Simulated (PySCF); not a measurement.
ReOCl₃, SMILES [O]=[Re]([Cl])([Cl])[Cl] (connectivity only; charge and spin as stated), neutral, multiplicity 3.

Geometry optimised at r2SCAN-D4/def2-SVP. The multiplicity is an assumed one; other spin states were not compared. The def2 effective core potentials stand for the cores of Re; spin–orbit coupling is left out.

Two levels are set side by side: PBE/def2-TZVP (PySCF) and PBE0/def2-TZVP (PySCF). Same geometry, gas phase. Differences are taken from unrounded values.

```json
[
 {"quantity": "α-spin orbital gap (eV)", "PBE": "2.00"},
 {"quantity": "β-spin orbital gap (eV)", "PBE": "3.49"},
 {"quantity": "dipole moment (D)", "PBE": "0.10"},
 {"quantity": "mean polarisability (bohr³)", "PBE": "82.2"}
]
```

**Question.** These are the PBE values. What does PBE0 give? (An estimate is asked for; the answer gives what the named calculation found.)

**Answer.** 
| quantity | PBE0 | PBE minus PBE0 |
|---|---|---|
| α-spin orbital gap (eV) | 4.33 | -2.32 |
| β-spin orbital gap (eV) | 5.59 | -2.10 |
| dipole moment (D) | 0.09 | 0.00 |
| mean polarisability (bohr³) | 79.4 | 2.9 |

PBE's more diffuse valence density responds more strongly to a field. Differences between two approximate levels are no errors against the true value.

Rough cost on one machine, each run with all the roots and properties that it gave: PBE0 against PBE within a factor of 2.
